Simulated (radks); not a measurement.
Method: scalar-relativistic Kohn-Sham, LDA (Slater exchange, Perdew-Wang correlation), spin-polarised, spherical densities, finite nucleus; open shells are filled with parallel spins first; Fermi nuclear charge, rms radius of each element as measured or else 0.836 A^(1/3) + 0.57 fm; computed with a radial shooting solver on a logarithmic mesh with Libxc functionals. Response by self-consistent Sternheimer equations with the Hartree and adiabatic LDA kernel, the relativistic mass of each level held fixed and spin-orbit coupling left out. Estimate the static dipole polarisabilities of Ne5+ ([He] 2s2 2p1) and Ne4+ ([He] 2s2 2p2) and the C6 coefficients of the three pairs.

Answer. alpha = 0.4990 and 0.5581 bohr^3; C6 = 0.2396 (Ne5+-Ne5+), 0.2928 (Ne5+-Ne4+), 0.3609 (Ne4+-Ne4+) hartree bohr^6.
